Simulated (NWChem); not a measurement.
System: C₃H₆OS; SMILES S(C)C(C)=O

Input file for NWChem:

```
start job
memory heap 200 mb stack 900 mb global 1100 mb
geometry units angstroms noautoz
  C      0.501527    -1.973548    -0.068889
  S     -0.772645    -0.700752    -0.085566
  C      0.237547     0.766366     0.008360
  C     -0.580586     2.030101     0.012820
  O      1.439140     0.749193     0.062441
  H      0.448835    -2.567929    -0.990621
  H      1.470576    -1.454277    -0.007960
  H      0.367208    -2.626182     0.803856
  H     -0.353638     2.590929     0.931888
  H     -1.660174     1.838945    -0.045645
  H     -0.268333     2.652520    -0.839089
end
basis spherical
  C library pcseg-2
  S library pcseg-2
  O library pcseg-2
  H library pcseg-2
end
dft
  xc hfexch
  iterations 150
  semidirect filesize 400000000
  mulliken
end
task dft energy
```

Output (shortened):

```
             Northwest Computational Chemistry Package (NWChem) 7.3.0
             --------------------------------------------------------

 C1  symmetry detected

                             Geometry "geometry" -> ""
                             -------------------------

 Output coordinates in angstroms (scale by  1.889725989 to convert to a.u.)

  No.       Tag          Charge          X              Y              Z
 ---- ---------------- ---------- -------------- -------------- --------------
    1 C                    6.0000     0.53717198    -1.96722873     0.00022252
    2 S                   16.0000    -0.76217202    -0.72002904    -0.00015387
    3 C                    6.0000     0.22106851     0.76825295    -0.00015158
    4 C                    6.0000    -0.62165763     2.01573049     0.00016881
    5 O                    8.0000     1.42397791     0.77562733    -0.00014377
    6 H                    1.0000     0.45542610    -2.59308646    -0.89826222
    7 H                    1.0000     1.49718069    -1.42797560     0.00010415
    8 H                    1.0000     0.45538265    -2.59264052     0.89901458
    9 H                    1.0000    -0.36530125     2.61126566     0.88917876
   10 H                    1.0000    -1.69865550     1.80234150    -0.00295079
   11 H                    1.0000    -0.36060081     2.61501314    -0.88491081

 Effective nuclear repulsion energy (a.u.)     224.5416396719

  xc_inp: hfexch multiplicative factor not found.

                                 NWChem DFT Module
                                 -----------------

 Summary of "ao basis" -> "ao basis" (spherical)
 ------------------------------------------------------------------------------
       Tag                 Description            Shells   Functions and Types
 ---------------- ------------------------------  ------  ---------------------
 C                          pcseg-2                 10       30   4s3p2d1f
 S                          pcseg-2                 12       34   5s4p2d1f
 O                          pcseg-2                 10       30   4s3p2d1f
 H                          pcseg-2                  6       14   3s2p1d

            General Information
            -------------------
          SCF calculation type: DFT
          Wavefunction type:  closed shell.
          No. of atoms     :    11
          No. of electrons :    48
           Alpha electrons :    24
            Beta electrons :    24
          Charge           :     0
          Spin multiplicity:     1
          Use of symmetry is: off; symmetry adaption is: off
          Maximum number of iterations: 150
          AO basis - number of functions:   238
                     number of shells:    88
          Convergence on energy requested:  1.00D-06
          Convergence on density requested:  1.00D-05
          Convergence on gradient requested:  5.00D-04

              XC Information
              --------------
                     Hartree-Fock (Exact) Exchange  1.000

      Superposition of Atomic Density Guess
      -------------------------------------

 Sum of atomic energies:        -588.26399391

      Non-variational initial energy
      ------------------------------

 Total energy =    -590.849497
 1-e energy   =   -1253.140801
 2-e energy   =     437.749665
 HOMO         =      -0.302057
 LUMO         =       0.000384

------------------------------------------------------------
EAF file 0: "./job.aoints.0" size=964689920 bytes
------------------------------------------------------------
               write      read    awrite     aread      wait
               -----      ----    ------     -----      ----
     calls:     1840         0         0         0         0
   data(b): 9.65e+08  0.00e+00  0.00e+00  0.00e+00
   time(s): 0.00e+00  0.00e+00  0.00e+00  0.00e+00  0.00e+00
rate(mb/s): 0.00e+00  0.00e+00
------------------------------------------------------------

     ---------------------------------------------
      Total Density - Mulliken Population Analysis
     ---------------------------------------------

    Atom       Charge   Shell Charges
 -----------   ------   -------------------------------------------------------
    1 C    6     6.18   2.00  0.56  0.46  0.15  1.26  1.40  0.31  0.01  0.03  0.00
    2 S   16    16.05   2.01  0.40  1.57  1.00  0.84  5.92  0.82  2.52  0.89  0.00  0.07  0.01
    3 C    6     5.20   2.00  0.55  0.44  0.08  0.94  0.96  0.06  0.02  0.13  0.01
    4 C    6     6.26   2.00  0.58  0.43  0.18  1.33  1.41  0.30  0.01  0.03  0.00
    5 O    8     8.84   2.00  0.65  0.89  0.30  2.14  2.24  0.58  0.00  0.03  0.00
    6 H    1     0.91   0.39  0.44  0.04  0.01  0.03  0.00
    7 H    1     0.92   0.38  0.45  0.04  0.01  0.04  0.00
    8 H    1     0.91   0.39  0.44  0.04  0.01  0.03  0.00
    9 H    1     0.90   0.38  0.43  0.04  0.01  0.03  0.00
   10 H    1     0.92   0.38  0.45  0.04  0.01  0.04  0.00
   11 H    1     0.90   0.38  0.43  0.04  0.01  0.03  0.00

   convergence    iter        energy       DeltaE   RMS-Dens  Diis-err
 ---------------- ----- ----------------- --------- --------- ---------
 d= 0,ls=0.0,diis     1   -589.4605771766 -8.14D+02  2.69D-03  8.42D-01
 d= 0,ls=0.0,diis     2   -589.5227509466 -6.22D-02  1.29D-03  5.10D-01
 d= 0,ls=0.0,diis     3   -589.5685977127 -4.58D-02  4.48D-04  1.14D-02
 d= 0,ls=0.0,diis     4   -589.5712962931 -2.70D-03  1.54D-04  1.06D-03
 d= 0,ls=0.0,diis     5   -589.5716119394 -3.16D-04  9.64D-05  1.91D-04
  Resetting Diis
 d= 0,ls=0.0,diis     6   -589.5717038289 -9.19D-05  4.45D-05  3.50D-05
 d= 0,ls=0.0,diis     7   -589.5717195509 -1.57D-05  8.55D-06  4.01D-06
 d= 0,ls=0.0,diis     8   -589.5717206244 -1.07D-06  4.14D-06  1.11D-06
 d= 0,ls=0.0,diis     9   -589.5717209618 -3.37D-07  5.72D-06  5.72D-07

[...]
```

Level: Hartree-Fock/pcseg-2. Geometry: optimised at PBE0/def2-SVP.
